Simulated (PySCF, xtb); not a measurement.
C₃H₄BF₃, SMILES C/C(=C/F)B(F)F.

Geometry optimised at ωB97X-D3(BJ)/def2-SVP. The structure was generated by enumeration; whether it is a known compound was not checked. The values are those of a single conformer.

Method: IEF-PCM-PBE0/def2-SVP run with PySCF.

The values are the electrostatic part of the solvation free energy, E(continuum) − E(gas) at the gas-phase geometry, in a cavity of scaled van der Waals radii (PySCF's table); cavitation and dispersion terms are not included. In vacuum the orbital gap is 6.63 eV. The dipole moment in vacuum is 2.66 D.

Question: Estimate the values in water (ε = 78.36), 2-propanol (ε = 19.26), n-hexane (ε = 1.88). (The exact figures need the calculation; the answer reports its results.)

Answer: 
| solvent | ε | ΔG(elec) (kcal/mol) | dipole (D) | gap (eV) |
|---|---|---|---|---|
| water | 78.36 | -3.2 | 3.23 | 6.57 |
| 2-propanol | 19.26 | -3.0 | 3.19 | 6.58 |
| n-hexane | 1.88 | -1.2 | 2.86 | 6.61 |

For comparison, GFN2-xTB/ALPB(water) (xtb, at the GFN2-xTB geometry, all terms of that model) gives -3.0 kcal/mol.
